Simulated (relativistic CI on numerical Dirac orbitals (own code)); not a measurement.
## Hyperfine structure of Pb40+, mass number 207

Calculated at this level of theory: Dirac-Coulomb-Breit CI, orbitals from a KLI potential per configuration, model QED, unscaled Slater integrals (own radial code, finite nucleus).

Configuration list (outside the closed core [Ar] 3d10): 4s²4p⁶4d⁶, 4s²4p⁶4d⁵4f, 4s²4p⁵4d⁷, 4s²4p⁴4d⁸, 4s4p⁶4d⁷, 4p⁶4d⁸, 4s4p⁶4d⁶4f, 4s4p⁵4d⁸, 4s²4p⁶4d⁵5s, 4s²4p⁶4d⁵5d, 4s²4p⁴4d⁷5s, 4s²4p⁶4d⁴5s², 4s4p⁶4d⁶5s, 4s²4p⁶4d⁵6s, 4p⁶4d⁷5s, 4p⁶4d⁷5p. Levels of other configurations are missing.

Nuclear spin I = 1/2, μ = 0.5906 μN (tables of Stone and Pyykkö). The electronic factors are computed for point nuclear moments, without core polarisation or the Bohr-Weisskopf and QED corrections.

```
        Level  E (cm⁻¹)  A (MHz)
4s²4p⁶4d⁶ ⁵D3    217448    11410
4s²4p⁶4d⁶ ³G5    259801    22900
4s²4p⁶4d⁶ ³H6    263458    25490
4s²4p⁶4d⁶ ³P1    333064    13060
```

Levels with J = 0, under 50 % of one LS term, or S terms without an open s electron are left out. Small factors come from cancelling terms and can be off by tens of per cent or more.

At this charge energies of transitions that change n are usually good to better than 1 %, and those within a shell (Δn = 0) to a few per cent. Terms inside the open d or f shell come out 10 to 20 % too wide with unscaled integrals.

(1) Give the hyperfine levels of 4s²4p⁶4d⁶ ⁵D3 relative to its centre of gravity.

Answers

(1) With K = F(F + 1) − I(I + 1) − J(J + 1), E = AK/2: F = 5/2: -22820, F = 7/2: 17110 MHz.

LS names give the leading component of a level, which can be under half, so a name can repeat, a term be missing and a line seem to break the LS rules.
